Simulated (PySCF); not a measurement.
Compound: C₆H₇S₂ (doublet state).
Atom-mapped SMILES: `[CH2:1][c:2]1[cH:3][cH:4][c:5]([S:6][CH3:7])[s:8]1` (hydrogens: H9, H10 on C1; H11 on C3; H12 on C4; H13, H14, H15 on C7)

Cartesian coordinates in Å at the GFN2-xTB level; atoms count from 1:
```xyz
15
C6H7S2 angstrom
C     -2.703   -1.203    0.353
C     -1.667   -0.360    0.138
C     -1.689    1.027   -0.142
C     -0.440    1.586   -0.311
C      0.598    0.680   -0.175
S      2.281    1.080   -0.335
C      3.065   -0.524   -0.012
S      0.014   -0.922    0.175
H     -2.551   -2.246    0.558
H     -3.713   -0.838    0.319
H     -2.614    1.570   -0.207
H     -0.259    2.624   -0.528
H      4.136   -0.361   -0.082
H      2.797   -0.862    0.985
H      2.740   -1.243   -0.758
```

The hyperfine couplings belong to this conformer and change with its torsions.

Method used: PySCF, UKS B3LYP, pcH-1 on C H S, non-relativistic, mean-field spin-orbit, GIAO. Geometry: GFN2-xTB, one conformer, isolated molecule. A GFN2-xTB geometry isn't a minimum of the functional, and hyperfine couplings can be far from their values at a DFT geometry. No stability test was run, so a lower SCF solution isn't excluded. ⟨S²⟩ is 0.778 where a pure state has 0.75.

Principal values of hyperfine tensors in MHz (contact, dipolar and spin–orbit terms together), for some of the nuclei:

```json
{"atom": "C1", "isotope": "13C", "A1": "1.21", "A2": "2.14", "A3": "130.62"}
{"atom": "C5", "isotope": "13C", "A1": "8.48", "A2": "9.18", "A3": "100.71"}
{"atom": "C2", "isotope": "13C", "A1": "-60.97", "A2": "-30.29", "A3": "-25.56"}
{"atom": "H9", "isotope": "1H", "A1": "-55.26", "A2": "-35.09", "A3": "-14.04"}
{"atom": "H10", "isotope": "1H", "A1": "-53.36", "A2": "-34.80", "A3": "-13.96"}
{"atom": "C3", "isotope": "13C", "A1": "3.76", "A2": "4.18", "A3": "91.40"}
{"atom": "C4", "isotope": "13C", "A1": "-40.01", "A2": "-19.55", "A3": "-17.67"}
{"atom": "H14", "isotope": "1H", "A1": "6.64", "A2": "7.33", "A3": "9.88"}
```

Split each tensor into its isotropic and traceless parts, and turn a_iso into mT with g = 2.0038.

a_iso is a third of the trace, T = A − a_iso, and a(mT) = a(MHz)/(g × 13.996). The tensors hold a spin–orbit part: the run splits a_iso into a_FC + a_SO, and T includes its anisotropic share.

```
atom  a_iso (MHz)    a_FC   a_SO  a_iso (mT)      T1      T2     T3
  C1        44.65   44.76  -0.11       1.592  -43.45  -42.52  85.96
  C5        39.46   39.13   0.33       1.407  -30.98  -30.27  61.25
  C2       -38.94  -38.88  -0.06      -1.388  -22.03    8.65  13.38
  H9       -34.79  -34.79  -0.01      -1.241  -20.46   -0.30  20.76
 H10       -34.04  -34.04   0.00      -1.214  -19.32   -0.76  20.08
  C3        33.12   33.18  -0.07       1.181  -29.36  -28.93  58.29
  C4       -25.74  -25.75   0.01      -0.918  -14.27    6.20   8.07
 H14         7.95    7.94   0.00       0.283   -1.31   -0.62   1.93
```

What spin density at the nucleus of C2 lies behind its contact coupling (g_N = 1.40482)?

a_FC = (2μ0/3) gₑ μB g_N μN ρ(0)/(2S·h) = 800.24 MHz × g_N × ρ(0)/(2S), with ρ in bohr⁻³. With a_FC = -38.88 MHz and 2S = 1, ρ(0) = -0.03459 bohr⁻³.

H11 (1H, g_N = 5.58569) isn't in the table. Its spin density at the nucleus is -0.005414 bohr⁻³. What is its contact coupling?

By the same relation, a_FC = -24.2 MHz. Its full tensor has the principal values -36.90, -25.47, -10.23 MHz.

Name the largest traceless tensor T of the table and describe it.

C1: -43.4, -42.5, 86.0 MHz (the dipolar term alone has -43.5, -42.4, 85.9), axial, in the ratio −1:−1:+2, the form that spin in one p orbital centred on that nucleus gives.

What first-order splitting does C2 cause when the field lies along A1, A2 or A3 of its tensor (g taken as isotropic, no quadrupole term)?

2 lines (I = 1/2), spaced by |A_i|/(g × 13.996): 2.17, 1.08, 0.91 mT along the axes of A1, A2 and A3.
